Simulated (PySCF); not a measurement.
**UHF on Ga⁺ (gallium, charge +1)**

Configuration: [Ar] 3d10 4s2, closed-shell 1S. Computed with PySCF 2.14 in def2-SVP, with the non-relativistic Hamiltonian (point nucleus).

| Property | Result |
| --- | --- |
| Total energy | -1922.770190 hartree |
| One-electron energy | -2675.1842 hartree |
| Hartree (Coulomb) energy | 825.7395 hartree |
| Exchange energy | -73.3256 hartree |
| Kinetic energy | 1922.72890 hartree |
| ⟨S²⟩ | 0.0000 |
| ⟨L²⟩ | 0.000 |
| Sum of ⟨r⟩ | 19.70 bohr |
| Sum of ⟨r²⟩ | 25.35 bohr² |
| Density at the nucleus (Gaussians lack the cusp) | 19200 bohr⁻³ |
| Langevin diamagnetic susceptibility | -20.1 ×10⁻⁶ cm³/mol |
| Time after the integrals | 0.07 s of wall time on 1 thread of Intel(R) Xeon(R) Platinum 8375C CPU @ 2.90GHz (shared host) |

```tsv
shell	electrons	mean orbital energy (eV)	rms radius, mean of both spins (bohr)
1s	2	-10315.6	0.0572
2s	2	-1318.6	0.240
2p	6	-1164.6	0.212
3s	2	-182.31	0.710
3p	6	-130.29	0.742
3d	10	-40.745	0.892
4s	2	-18.704	2.52
```
